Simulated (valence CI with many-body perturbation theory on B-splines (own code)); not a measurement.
Results of a calculation; reference values are marked as such.
Tm LVII: magnetic and hyperfine properties of the levels

Level of theory: configuration interaction combined with many-body perturbation theory (CI+MBPT): three valence electrons over a frozen Dirac-Fock core [Ne], radial functions for each j: 11 s, 11 p, 9 d, 7 f, 5 g, 2 h, 1 i, with the one-electron correlation potential Σ1 (screened to all orders), the two-electron term Σ2, the three-electron term Σ3, Breit, model QED; selected single and double excitations, second order for the rest (own B-spline code, finite nucleus).

The last digits are not significant, and no measured levels were compared; by estimate large intervals hold to a few tenths of a per cent, small ones and those within an open d or f shell to about a per cent.

A/g_I is the dipole constant over the nuclear g factor μ/I (μ in nuclear magnetons, uniformly magnetised nucleus), B/Q the quadrupole constant per barn. Both hold the static response of the core; the bare values leave it out. Large factors of s and p1/2 electrons are usually good to 5 to 10 %; those of open d and f shells near neutrality can be off by tens of per cent, and small factors of p3/2, d and f electrons come from cancelling terms and can be off by a factor of two or in sign, in half-filled shells by more. B is blank for J = 1/2, where it vanishes, and for nearly pure S terms. Energies count from the lowest level.

Levels are named by their leading jj configuration (3d3/2^4 stands for four electrons in 3d with j = 3/2), which in mixed levels can hold well under half, so a name can repeat and another be missing. Letters in brackets count levels of one name in rising energy.

| Level | E (× 10³ cm⁻¹) | g | A/g_I (MHz) | A/g_I bare | B/Q (MHz/b) | B/Q bare |
| --- | --- | --- | --- | --- | --- | --- |
| (3s^2 3p1/2) J=1/2 | 0.00 | 0.650 | 1370000 | 1350000 |  |  |
| (3s 3p1/2^2) J=1/2 | 1206.3 | 2.139 | 4160000 | 4070000 |  |  |
| (3s^2 3p3/2) J=3/2 | 2103.2 | 1.322 | 174000 | 173000 | 338000 | 334000 |
| (3s 3p1/2 3p3/2) J=3/2 [a] | 3090.8 | 1.636 | 973000 | 957000 | 274000 | 270000 |
| (3s 3p1/2 3p3/2) J=5/2 | 3222.8 | 1.342 | 1200000 | 1170000 | 262000 | 258000 |
| (3s 3p1/2 3p3/2) J=3/2 [b] | 3383.4 | 0.963 | 97800 | 99200 | 181000 | 179000 |
| (3s 3p1/2 3p3/2) J=1/2 | 3456.6 | 1.249 | -1490000 | -1450000 |  |  |
| (3s^2 3d3/2) J=3/2 | 3824.1 | 0.828 | 45000 | 48200 | 71800 | 73000 |
| (3s^2 3d5/2) J=5/2 | 4239.5 | 1.202 | 69900 | 71600 | 59700 | 61800 |
| (3p1/2^2 3p3/2) J=3/2 | 4574.9 | 1.137 | 92800 | 95800 | 245000 | 242000 |
| (3s 3p1/2 3d3/2) J=3/2 [a] | 4683.3 | 0.648 | -231000 | -223000 | 116000 | 116000 |
| (3s 3p1/2 3d3/2) J=5/2 | 4777.9 | 1.027 | 1140000 | 1120000 | 19100 | 21300 |
| (3s 3p1/2 3d3/2) J=1/2 | 4971.6 | 0.390 | -1690000 | -1650000 |  |  |
| (3s 3p1/2 3d3/2) J=3/2 [b] | 5012.2 | 1.292 | 1020000 | 1010000 | 55700 | 55600 |
| (3s 3p1/2 3d5/2) J=5/2 [a] | 5259.2 | 1.350 | 399000 | 394000 | 64100 | 66000 |
| (3s 3p3/2^2) J=5/2 | 5290.6 | 1.422 | 978000 | 960000 | 92500 | 91200 |
| (3s 3p1/2 3d5/2) J=7/2 | 5357.7 | 1.241 | 815000 | 801000 | 11100 | 14000 |
| (3s 3p1/2 3d5/2) J=5/2 [b] | 5435.9 | 1.039 | 14500 | 17800 | 78700 | 79900 |
| (3s 3p1/2 3d5/2) J=3/2 | 5475.0 | 1.111 | -887000 | -863000 | 31800 | 33200 |
| (3s 3p3/2^2) J=1/2 | 5562.0 | 1.911 | 4230000 | 4140000 |  |  |
| (3s 3p3/2^2) J=3/2 | 5612.3 | 1.193 | -632000 | -613000 | -61500 | -60600 |
| (3p1/2^2 3d3/2) J=3/2 | 6139.3 | 0.772 | 95400 | 95500 | 55800 | 57600 |
| (3p1/2 3p3/2^2) J=5/2 | 6630.0 | 1.166 | 527000 | 519000 | 37700 | 37400 |
| (3p1/2 3p3/2^2) J=3/2 | 6663.3 | 1.411 | -14500 | -6830 | 21200 | 20900 |
| (3p1/2^2 3d5/2) J=5/2 | 6720.6 | 1.193 | 31100 | 35600 | 49000 | 51200 |
| (3p1/2 3p3/2^2) J=1/2 | 6784.8 | 0.703 | 1580000 | 1540000 |  |  |
| (3s 3p3/2 3d3/2) J=3/2 [a] | 6887.0 | 1.298 | 512000 | 506000 | -5870 | -7260 |
| (3s 3p3/2 3d3/2) J=1/2 [a] | 6899.2 | 2.202 | 1750000 | 1720000 |  |  |
| (3s 3p3/2 3d3/2) J=5/2 [a] | 6909.7 | 1.234 | 473000 | 468000 | 124000 | 122000 |
| (3s 3p3/2 3d3/2) J=7/2 | 6935.7 | 1.242 | 695000 | 684000 | 340000 | 337000 |
| (3s 3p3/2 3d3/2) J=3/2 [b] | 7133.9 | 0.984 | 147000 | 148000 | -181000 | -178000 |
| (3s 3p3/2 3d5/2) J=9/2 | 7213.9 | 1.322 | 546000 | 539000 | 415000 | 412000 |
| (3s 3p3/2 3d3/2) J=5/2 [b] | 7241.7 | 0.958 | -152000 | -144000 | 219000 | 218000 |
| (3s 3p3/2 3d3/2) J=1/2 [b] | 7277.6 | 0.608 | 734000 | 720000 |  |  |
| (3s 3p3/2 3d5/2) J=5/2 [a] | 7384.6 | 1.336 | 823000 | 809000 | -181000 | -178000 |
| (3s 3p3/2 3d5/2) J=7/2 [a] | 7454.9 | 1.227 | 317000 | 314000 | 249000 | 248000 |
| (3s 3p3/2 3d5/2) J=3/2 [a] | 7474.7 | 1.155 | -333000 | -321000 | -179000 | -177000 |
| (3s 3p3/2 3d5/2) J=7/2 [b] | 7592.5 | 1.197 | 5760 | 9860 | 209000 | 209000 |
| (3s 3p3/2 3d5/2) J=1/2 | 7666.6 | 0.703 | -1190000 | -1160000 |  |  |
| (3s 3p3/2 3d5/2) J=3/2 [b] | 7742.4 | 1.301 | 981000 | 963000 | 105000 | 105000 |

**Question.** Take the isotope of mass number 169, with I = 1/2, μ = -0.231 μN. What is the hyperfine structure of (3s^2 3d3/2) J=3/2?

**Answer.** From the table A = -20800 MHz. Shifts from the centre of gravity in MHz: F = 1: 26000, F = 2: -15600.
